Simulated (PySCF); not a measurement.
A GIAO shielding run with PySCF (density fitting, non-relativistic, gas phase) on `C=CCOC1=C([SiH2]Cl)C1`, C6H9ClOSi:

```
$ OMP_NUM_THREADS=1 python probes_run.py task.json out

{"job": {"kind": "nmr", "xc": "PBE0", "basis": "pcSseg-1"}, "charge": 0, "multiplicity": 1}
C      2.176830     1.204674     0.899155
C      1.852197    -0.067827     1.018422
C      1.648158    -0.994701    -0.142103
O      0.530617    -1.861376     0.052946
C     -0.648391    -1.275896    -0.000922
C     -1.410985    -0.222166    -0.180317
Si    -1.692644     1.566599    -0.515285
Cl    -2.743995     1.761283    -2.235305
C     -2.092012    -1.566170     0.107061
H      2.331214     1.834103     1.757684
H      2.317439     1.665376    -0.064684
H      1.714444    -0.524434     1.989256
H      1.521672    -0.426645    -1.071410
H      2.504313    -1.670995    -0.241410
H     -2.482794     2.185520     0.546499
H     -0.407242     2.238293    -0.698552
H     -2.531435    -1.745273     1.082941
H     -2.596145    -2.094046    -0.695580
```

Hardware: 1 thread of an Arm Neoverse V2, shared host. The job also computes population analyses, field gradients, ring-centre shieldings.

**Question.** How large is the calculation?

**Answer.** 84 electrons, 212 basis functions and 1143 auxiliary functions.

**Question.** How long does it take, and how much memory does it need?

**Answer.** 39 s of wall time, with 14 SCF cycles and 5 response iterations; peak memory 0.88 GiB. Times on a shared host scatter by some tens of per cent.
